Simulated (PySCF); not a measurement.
EPR parameters of C6H10N

Species: C₆H₁₀N (doublet state).
Geometry (GFN2-xTB, Å), atoms numbered from 1 in this order:
```
atom  x, y, z in Å
C1    -1.7597   -1.0289    0.0204
C2    -1.0315    0.3045    0.2758
N3    -1.8231    1.3701   -0.3327
C4     0.3232    0.2894   -0.3334
C5     1.4952   -0.1247    0.3865
C6     2.6255   -0.8611   -0.3305
C7     2.8769    0.3717   -0.0258
H8    -1.9024   -1.1572   -1.0484
H9    -1.1706   -1.8558    0.4069
H10   -2.7325   -1.0294    0.5077
H11   -0.9265    0.4231    1.3738
H12   -1.3711    2.2673   -0.1953
H13   -2.7453    1.4120    0.0878
H14    0.4006    0.5313   -1.3793
H15    1.3342   -0.3521    1.4386
H16    2.8922   -1.7737   -0.8046
H17    3.5081    1.2257   -0.0573
```

The hyperfine couplings belong to this conformer and change with its torsions.

Identity: `C[C@H](N)[CH]C1C=C1` [radical].

The calculation used PySCF 2.14.0, UKS B3LYP, pcH-1 on C H N, non-relativistic, mean-field spin-orbit, GIAO. The structure is a single GFN2-xTB conformer in the gas phase; no vibrational or solvent corrections. Couplings are sensitive to structure, and on GFN2-xTB geometries they can be far from those on DFT ones. No stability test was run, so a lower SCF solution isn't excluded.

```
g1, g2, g3        : 2.00189, 2.00268, 2.00280
g_iso             : 2.00246
Form of g         : close to axial: the two nearest values differ by 13 % of g3 − g1
⟨S²⟩              : 0.7556 (exact 0.7500)
α and β electrons : 27, 26
```

Isotropic coupling and dipolar principal values T1 to T3, in 10⁻⁴ cm⁻¹ (1 × 10⁻⁴ cm⁻¹ = 2.998 MHz):

| atom | isotope | a_iso | T1 | T2 | T3 | Mulliken spin population |
| --- | --- | --- | --- | --- | --- | --- |
| C1 | 13C | 23.8 | -1.6 | -1.5 | 3.1 | 0.04 |
| C2 | 13C | -9.9 | -0.5 | -0.2 | 0.6 | -0.07 |
| N3 | 14N | 4.2 | -0.3 | -0.2 | 0.5 | 0.01 |
| C4 | 13C | 26.6 | -24.1 | -23.9 | 48.0 | 0.94 |
| C5 | 13C | -13.2 | -1.2 | -0.3 | 1.5 | -0.10 |
| C6 | 13C | 25.9 | -3.3 | -2.7 | 6.0 | 0.08 |
| C7 | 13C | 25.0 | -3.0 | -2.9 | 5.9 | 0.09 |
| H8 | 1H | -1.0 | -1.6 | -0.7 | 2.2 | 0.00 |
| H9 | 1H | -0.2 | -1.7 | -0.6 | 2.3 | 0.00 |
| H10 | 1H | 6.9 | -1.0 | -0.5 | 1.5 | 0.01 |
| H11 | 1H | 9.7 | -1.7 | -1.2 | 2.9 | 0.01 |
| H12 | 1H | -0.6 | -1.6 | -0.8 | 2.4 | 0.00 |
| H13 | 1H | 2.1 | -0.7 | -0.5 | 1.2 | 0.00 |
| H14 | 1H | -18.6 | -11.4 | 0.1 | 11.3 | -0.04 |
| H15 | 1H | 0.2 | -1.3 | -0.6 | 1.9 | 0.00 |
| H16 | 1H | 7.4 | -1.5 | -0.6 | 2.0 | 0.01 |
| H17 | 1H | 7.3 | -1.4 | -0.6 | 2.1 | 0.01 |

The largest Mulliken spin populations are on C4 (+0.94), C5 (-0.10), C7 (+0.09) and C6 (+0.08). C4 is the only atom above +0.15. The positive populations add up to 1.21 and the negative ones to -0.21, together 2S = 1. The angles at C4 add up to 359.8°, so it is planar; its axial dipolar tensor and the negative coupling of its proton fit spin in a p orbital normal to that plane.

Axes: g2 points within 13° of the C4–H14 bond.

Under fast tumbling the dipolar parts average out, and these isotropic splittings remain (the largest six): 1 × 1H (H14, I = 1/2, 2 lines) with 1.99 mT, 1 × 1H (H11, I = 1/2, 2 lines) with 1.04 mT, 1 × 1H (H16, I = 1/2, 2 lines) with 0.80 mT, 1 × 1H (H17, I = 1/2, 2 lines) with 0.78 mT, 1 × 14N (N3, I = 1, 3 lines) with 0.44 mT and 3 × 1H (H8/H9/H10, I = 1/2, 4 lines) with 0.20 mT.

Class means assume fast exchange of nuclei equivalent by connectivity; if that motion is slow, each nucleus keeps its own coupling. The three 1H nuclei of mean +5.6 MHz run from -3.0 to 20.6 MHz in the frozen geometry. The 1H value of +2.3 MHz is a mean of couplings from -1.8 to 6.4 MHz in this one geometry, not an average over conformers.

The 13C coupling of C4 (79.9 MHz) shows only in satellite lines or after enrichment, since that isotope makes up about 1.07 % of natural carbon.

The spin density at the nucleus, in bohr⁻³, is negative for C5 (-0.0353), C2 (-0.0263) and H14 (-0.0125), for instance. A restricted open-shell determinant has no negative spin density anywhere; here it arises because α and β orbitals differ (spin polarisation).

Hardware: Arm Neoverse V2, one thread, no GPU, on a shared host. Cost: 64 s of wall time (with the writing of density and orbital grids), 0.96 GiB resident at most.
